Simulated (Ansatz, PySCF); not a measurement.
Spin states of H2W (SMILES [WH2]), each relaxed with B3LYP-D3(BJ)/def2-TZVP.
State 1 (charge 0, multiplicity 5):
```xyz
3

W      0.5749     0.1210     0.1867
H     -0.0760    -1.4525    -0.0557
H     -0.5319     1.3790    -0.2013
```
State 2 (charge 0, multiplicity 1):
```
atom    x (Å)    y (Å)    z (Å)
----  -------  -------  -------
W      0.5613   0.1186   0.1818
H     -0.0709  -1.4396  -0.0538
H     -0.5235   1.3684  -0.1983
```

Singlets are restricted, other states unrestricted; no spin–orbit coupling, no relativity up to Kr; see below for the cores. The largest T1 diagnostic is 0.027.

Correlated levels freeze the inner cores; with def2 sets outer-core shells near the valence are correlated too.

Codes used: Ansatz (Gaussian orbitals); PySCF for the dispersion terms.  In def2 rows elements past Kr take small-core potentials, without spin–orbit coupling.

```json
[
 {"level": "r2SCAN-D3(BJ)/def2-TZVPP", "energy of the multiplicity-1 state less that of the multiplicity-5 state (kcal/mol)": "63.37"},
 {"level": "r2SCANh/def2-TZVPP", "energy of the multiplicity-1 state less that of the multiplicity-5 state (kcal/mol)": "64.18"},
 {"level": "B3LYP-D4/def2-TZVPP", "energy of the multiplicity-1 state less that of the multiplicity-5 state (kcal/mol)": "44.24"},
 {"level": "PBE0-D3(BJ)/def2-TZVPP", "energy of the multiplicity-1 state less that of the multiplicity-5 state (kcal/mol)": "56.73"},
 {"level": "BHLYP-D4/def2-TZVPP", "energy of the multiplicity-1 state less that of the multiplicity-5 state (kcal/mol)": "47.32"},
 {"level": "wB97X-V/def2-TZVPP", "energy of the multiplicity-1 state less that of the multiplicity-5 state (kcal/mol)": "___"},
 {"level": "B2PLYP/def2-TZVPP", "energy of the multiplicity-1 state less that of the multiplicity-5 state (kcal/mol)": "45.07"},
 {"level": "CCSD/def2-SVP", "energy of the multiplicity-1 state less that of the multiplicity-5 state (kcal/mol)": "___"},
 {"level": "CCSD(T)/def2-TZVPP", "energy of the multiplicity-1 state less that of the multiplicity-5 state (kcal/mol)": "44.28"}
]
```

Problem. Fill in the missing entries.

Solution. 
- wB97X-V/def2-TZVPP, energy of the multiplicity-1 state less that of the multiplicity-5 state (kcal/mol): 40.50
- CCSD/def2-SVP, energy of the multiplicity-1 state less that of the multiplicity-5 state (kcal/mol): 51.34

Doubts at one or more of the structures used: a restricted determinant that unrestricted orbitals would lower (B2PLYP/def2-TZVPP, CCSD/def2-SVP, CCSD(T)/def2-TZVPP).

Ansatz is a quantum-chemistry and plane-wave program.
